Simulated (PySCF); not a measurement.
Compound: CH₁₀Si₃.
Atom-mapped SMILES: `[SiH3:1][CH2:2][SiH2:3][SiH3:4]` (hydrogens: H5, H6, H7 on Si1; H8, H9 on C2; H10, H11 on Si3; H12, H13, H14 on Si4)

Structure used (GFN2-xTB), in Å, numbered top down from 1:
```
atom  x, y, z in Å
Si1   -1.899    0.130    0.960
C2    -1.107   -0.028   -0.757
Si3    0.624   -0.827   -0.805
Si4    2.221    0.526    0.166
H5    -3.215    0.767    0.847
H6    -2.068   -1.200    1.549
H7    -1.044    0.947    1.826
H8    -1.045    0.965   -1.207
H9    -1.778   -0.603   -1.396
H10    0.517   -2.151   -0.172
H11    0.932   -1.099   -2.222
H12    3.564   -0.055    0.071
H13    1.988    0.783    1.590
H14    2.310    1.846   -0.471
```

Theory: TDDFT PBE0/def2-SVPD, vertical, gas phase, core orbitals frozen in the response (PySCF 2.14.0, density-fitted response routines).

Kohn–Sham orbitals with the atoms that hold most of them (Löwdin shares over 4%, at most four atoms; ? is withheld):

```tsv
orbital	ε (eV)	atoms
LUMO+2	0.48	Si4 36%, Si3 14%, H13 11%, Si1 10%
LUMO+1	0.14	Si3 28%, Si4 26%, H14 8%, H10 7%
LUMO	-0.19	?
HOMO	?	?
HOMO-1	-8.69	C2 30%, Si3 19%, Si1 17%, H11 14%
HOMO-2	-9.16	Si3 21%, H10 18%, C2 16%, Si1 10%
HOMO-3	-9.55	Si1 30%, H6 24%, H7 11%, Si4 10%
```

(1) Which atoms hold the HOMO, and with what shares?

(2) Which atoms hold the LUMO, and with what shares?

(3) What is the HOMO energy, and the HOMO–LUMO gap?

Answers

(1) Si4 (bonded to Si and 3 H) 32%; Si3 (bonded to C, Si and 2 H) 29%; C2 (bonded to 2 Si and 2 H) 12%; H12 (bonded to Si) 6%. By element: silicon 61% or more, carbon 12%, hydrogen 6% or more.

(2) Si3 (bonded to C, Si and 2 H) 22%; Si4 (bonded to Si and 3 H) 17%; Si1 (bonded to C and 3 H) 11%; C2 (bonded to 2 Si and 2 H) 11%. By element: silicon 50%, carbon 11%.

(3) ε(HOMO) = -8.42 eV; the gap is 8.23 eV (0.3025 hartree).

Q: How does S1 compare with the orbital gap of 8.23 eV?

A: S1 is at 7.10 eV (f = 0.021), 1.13 eV below the gap, made of HOMO→LUMO (88%). 

Q: One configuration dominates each of S1, S2 and S3. Which, and how do the shares of the two leading atoms of either orbital change from the occupied to the empty one?

A: 
- S1 (7.10 eV, f 0.021), HOMO→LUMO (88%): Si4 32% → 17%, Si3 29% → 22%
- S2 (7.33 eV, f 0.055), HOMO-1→LUMO (80%): C2 30% → 11%, Si3 19% → 22%, Si4 at most 15% → 17%
- S3 (7.35 eV, f 0.017), HOMO→LUMO+1 (80%): Si4 32% → 26%, Si3 29% → 28%

One conformer stands for the species.
